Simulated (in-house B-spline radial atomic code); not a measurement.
Ionisation energies along the 53-electron series, configuration [Kr] 4d10 4f7, as differences of self-consistent energies. Dirac energy differences include first-order Breit, QED and recoil terms. NIST's values go from ground level to ground level; the uncertainty of those that are theory runs from under 0.1 % in few-electron ions to several per cent in heavy many-electron ones. Computed with an all-electron radial atomic-structure program (B-spline basis): Dirac-Hartree-Fock, average of the configuration, finite nuclei.

```tsv
ion	configuration after	ionisation energy (eV)	IE/(q+1)² (eV)	Breit and QED recoil part (eV)	tabulated value (eV)	tabulated kind	computed minus tabulated (eV)
Er15+	[Kr] 4d10 4f6	325.9	1.2729	0.088378	345	tabulated theory	-19.1
Tm16+	[Kr] 4d10 4f6	365.2	1.2637	0.089947	387	tabulated theory	-21.8
Yb17+	[Kr] 4d10 4f6	406.5	1.2545	0.090318	431	tabulated theory	-24.5
Lu18+	[Kr] 4d10 4f6	449.5	1.2452	0.089483	476	tabulated theory	-26.5
Hf19+	[Kr] 4d10 4f6	494.4	1.2361	0.087419	520	tabulated theory	-25.6
Ta20+	[Kr] 4d10 4f6	541.2	1.2271	0.084092	570	tabulated theory	-28.8
```

Where a p, d or f electron is removed, the computed value is a mean over both j, so it misses the tabulated one by a part of the spin-orbit splitting; averaging over terms and missing correlation add to the gap, relatively most at low charge.
